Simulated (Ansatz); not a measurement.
The same carbene extrusion along the group C, Si, Ge.

Program: Ansatz. Geometries: PBE0-D4/def2-TZVP. ΔE: electronic, gas phase. CBS: MP2 limit from def2 TZ/QZ plus the TZ coupled-cluster correction, frozen cores. This one scheme is used for every species. Functionals use def2-TZVPP. For Ge outer-core shells are correlated without core-valence functions, which leaves a few kJ/mol of doubt a bond. Scalar relativity is left out up to krypton. One conformer a species, not always the lowest.

```
                               reaction  PBE-D4 (kcal/mol)  LDA (SPW92) (kcal/mol)  HF/CBS(def2) (kcal/mol)  B97M-V (kcal/mol)
              `OC(F)F` → `[CH]F` + `OF`              179.7                   199.5                    181.2              180.0
         `O[SiH](F)F` → `F[SiH]` + `OF`              201.9                   214.7                    224.9              211.1
`[OH][GeH]([F])[F]` → `[F][GeH]` + `OF`              144.7                   156.5                    164.3              154.3
```

Task: Give the CCSD(T)/CBS values in the same order. (An estimate is asked.)

Result: The calculation gave: 181.1, 216.9, 157.5 kcal/mol.

Largest T1 diagnostic: 0.018, for `[CH]F`.
